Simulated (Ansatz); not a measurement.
Species: YBr$_{2}$, net charge 1, singlet state. The spin state was set by rule; other spins were not relaxed. 
Coordinates optimised at B3LYP-D3(BJ)/def2-TZVP (Ansatz, a first-principles code):
```
Y
Br 1 2.5089
Br 1 2.5089 2 111.80
```
Charge +1, spin multiplicity 1.

Total electronic energies in hartree. Valence correlation only, unless marked. Spin-orbit coupling is left out. The frozen core is the preceding noble-gas configuration, with the filled d and f shells of earlier blocks. Past Kr the def2 sets carry scalar-relativistic core potentials. CBS marks a two-point X^-3 extrapolation of the correlation energy; Hartree-Fock from the larger set. The bracket is a focal-point correction in the basis named.

| level | program | energy (Eh) |
|---|---|---|
| HF/def2-SVP | Ansatz | -5182.02116 |
| RI-HF/def2-TZVPP | Ansatz | -5182.66277 |
| RI-HF/def2-TZVPPD | Ansatz | -5182.66329 |
| PBE/def2-TZVPD | Ansatz | -5185.76579 |
| BLYP-D3(BJ)/def2-TZVPD | Ansatz + dftd3 | -5186.56574 |
| r2SCAN-D3(BJ)/def2-TZVPD | Ansatz + dftd3 | -5186.52564 |
| r2SCAN-D4/def2-TZVPD | Ansatz + dftd4 | -5186.52532 |
| B3LYP-D3(BJ)/def2-TZVPD | Ansatz + dftd3 | -5186.60972 |
| B3LYP/def2-TZVPD | Ansatz | -5186.60106 |
| PBE0-D3(BJ)/def2-TZVPD | Ansatz + dftd3 | -5185.93331 |
| PBE0/def2-QZVPP | Ansatz | -5186.03712 |
| CAM-B3LYP-D3(BJ)/def2-TZVPD | Ansatz + dftd3 | -5186.74864 |
| LC-wPBE-D3(BJ)/def2-TZVPD | Ansatz + dftd3 | -5185.83696 |
| LC-wPBE/def2-TZVPD | Ansatz | -5185.83181 |
| wB97M-V/def2-TZVPD | Ansatz | ___ |
| B2GP-PLYP-D4/def2-TZVPD | Ansatz + dftd4 | -5185.23925 |
| RPA@PBE/def2-TZVPP | Ansatz | -5183.22294 |
| MP2/def2-SVP | Ansatz | -5182.29728 |
| RI-MP2/def2-QZVPPD | Ansatz | -5183.16280 |
| SCS-MP2/def2-TZVPP | Ansatz | -5183.01545 |
| SCS-MP2/def2-TZVPPD | Ansatz | -5183.01719 |
| CCSD/def2-TZVPP | Ansatz | -5183.04862 |
| RI-MP2/CBS(def2-TZVPPD,def2-QZVPPD)+[CCSD(T)-MP2]/def2-TZVPPD | Ansatz | -5183.2346 |

Q: Some entries are withheld; supply them.

A: 
- wB97M-V/def2-TZVPD, energy (Eh): -5186.17245
